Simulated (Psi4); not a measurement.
oxygen atom (O), triplet; HF/6-31G (Psi4).

Psi4 was given this input:
```
memory 2 GB

molecule mol {
0 3
O     0.000000    0.000000    0.000000
}

set {
  basis 6-31g
  reference uhf
  scf_type disk_df
}

energy('scf')
print_variables()
```

The log (banner, timings and long lists left out):

```
   => Loading Basis Set <=

    Name: 6-31G
    Role: ORBITAL
    Keyword: BASIS

         ---------------------------------------------------------
                                   SCF
               by Justin Turney, Rob Parrish, Andy Simmonett
                          and Daniel G. A. Smith
                              UHF Reference
         ---------------------------------------------------------

  ==> Geometry <==

    Molecular point group: d2h
    Geometry (in Angstrom), charge = 0, multiplicity = 3:

       Center              X                  Y                   Z               Mass
    ------------   -----------------  -----------------  -----------------  -----------------
         O            0.000000000000     0.000000000000     0.000000000000    15.994914619570

  Running in d2h symmetry.

  Rotational constants: A = ************  B = ************  C = ************ [cm^-1]
  Rotational constants: A = ************  B = ************  C = ************ [MHz]
  Nuclear repulsion =    0.000000000000000

  Charge       = 0
  Multiplicity = 3
  Electrons    = 8
  Nalpha       = 5
  Nbeta        = 3

  ==> Algorithm <==

  SCF Algorithm Type is DISK_DF.
  DIIS enabled.
  MOM disabled.
  Fractional occupation disabled.
  Guess Type is CORE.
  Energy threshold   = 1.00e-06
  Density threshold  = 1.00e-06
  Integral threshold = 1.00e-12

  ==> Primary Basis <==

  Basis Set: 6-31G
    Blend: 6-31G
    Number of shells: 5
    Number of basis functions: 9
    Number of Cartesian functions: 9
    Spherical Harmonics?: false
    Max angular momentum: 1

   => Loading Basis Set <=

    Name: (6-31G AUX)
    Role: JKFIT
    Keyword: DF_BASIS_SCF

  ==> Integral Setup <==

  ==> DiskDFJK: Density-Fitted J/K Matrices <==

    J tasked:                  Yes
    K tasked:                  Yes
    wK tasked:                  No
    Integrals threads:           1
    Algorithm:                Core
    Integral Cache:           NONE
    Schwarz Cutoff:          1E-12
    Fitting Condition:       1E-10

   => Auxiliary Basis Set <=

  Basis Set: (6-31G AUX)
    Blend: CC-PVDZ-JKFIT
    Number of shells: 24
    Number of basis functions: 81
    Number of Cartesian functions: 81
    Spherical Harmonics?: false
    Max angular momentum: 3

  Minimum eigenvalue in the overlap matrix is 2.3327163930E-01.
  Reciprocal condition number of the overlap matrix is 1.2558139785E-01.
    Using symmetric orthogonalization.

  ==> Pre-Iterations <==

  SCF Guess: Core (One-Electron) Hamiltonian.

   -------------------------------------------------------
    Irrep   Nso     Nmo     Nalpha   Nbeta   Ndocc  Nsocc
   -------------------------------------------------------
     Ag         3       3       2       2       2       0
     B1g        0       0       0       0       0       0
     B2g        0       0       0       0       0       0
     B3g        0       0       0       0       0       0
     Au         0       0       0       0       0       0
     B1u        2       2       1       0       0       1
     B2u        2       2       1       0       0       1
     B3u        2       2       1       1       1       0
   -------------------------------------------------------
    Total       9       9       5       3       3       2
   -------------------------------------------------------

  ==> Iterations <==

                           Total Energy        Delta E     RMS |[F,P]|

   @DF-UHF iter   1:   -72.26809144733268   -7.22681e+01   3.68293e-01 ADIIS
   @DF-UHF iter   2:   -74.66519493001176   -2.39710e+00   1.18402e-01 ADIIS
   @DF-UHF iter   3:   -74.77315180577391   -1.07957e-01   2.91218e-02 DIIS/ADIIS
   @DF-UHF iter   4:   -74.78026115579418   -7.10935e-03   1.97616e-03 DIIS/ADIIS
   @DF-UHF iter   5:   -74.78030299209588   -4.18363e-05   2.44924e-04 DIIS/ADIIS
   @DF-UHF iter   6:   -74.78030378352351   -7.91428e-07   1.00972e-04 DIIS/ADIIS
   @DF-UHF iter   7:   -74.78030402149085   -2.37967e-07   1.06777e-05 DIIS
   @DF-UHF iter   8:   -74.78030402361841   -2.12756e-09   1.96687e-06 DIIS
   @DF-UHF iter   9:   -74.78030402366801   -4.95959e-11   4.71364e-07 DIIS
  Energy and wave function converged.

  ==> Post-Iterations <==

   @Spin Contamination Metric:   3.464391223E-03
   @S^2 Expected:                2.000000000E+00
   @S^2 Observed:                2.003464391E+00
   @S   Expected:                1.000000000E+00
   @S   Observed:                1.000000000E+00

    Orbital Energies [Eh]
    ---------------------

    Alpha Occupied:

[...]
    Alpha Virtual:

[...]
       3Ag     1.156816

    Beta Occupied:

[...]
    Beta Virtual:

[...]
    Final Occupation by Irrep:
             Ag   B1g   B2g   B3g    Au   B1u   B2u   B3u
    DOCC [     2,    0,    0,    0,    0,    0,    0,    1 ]
    SOCC [     0,    0,    0,    0,    0,    1,    1,    0 ]
    NA   [     2,    0,    0,    0,    0,    1,    1,    1 ]
    NB   [     2,    0,    0,    0,    0,    0,    0,    1 ]

  @DF-UHF Final Energy:   -74.78030402366801

   => Energetics <=

    Nuclear Repulsion Energy =              0.0000000000000000
    One-Electron Energy =                -103.2217319330999032
    Two-Electron Energy =                  28.4414279094318942
    Total Energy =                        -74.7803040236680090

  UHF NO Occupations:
  HONO-2 :    2 Ag 1.9990317
  HONO-1 :    1B1u 1.0000000
  HONO-0 :    1B2u 1.0000000
  LUNO+0 :    3 Ag 0.0009683
  LUNO+1 :    2B3u 0.0007647
  LUNO+2 :    2B2u 0.0000000
  LUNO+3 :    2B1u 0.0000000

Computation Completed

Properties will be evaluated at   0.000000,   0.000000,   0.000000 [a0]

Properties computed using the SCF density matrix

 Multipole Moments:

 ------------------------------------------------------------------------------------
     Multipole            Electronic (a.u.)      Nuclear  (a.u.)        Total (a.u.)
 ------------------------------------------------------------------------------------

 L = 1.  Multiply by 2.5417464519 to convert [e a0] to [Debye]
 Dipole X            :          0.0000000            0.0000000            0.0000000
 Dipole Y            :          0.0000000            0.0000000            0.0000000
 Dipole Z            :          0.0000000            0.0000000            0.0000000
 Magnitude           :                                                    0.0000000

 ------------------------------------------------------------------------------------

  Variable Map:
  ----------------------------------------------------------------------------
[...]
  Array Variable Map:
  ----------------------------------------------------------------------------
[...]
[...]
```
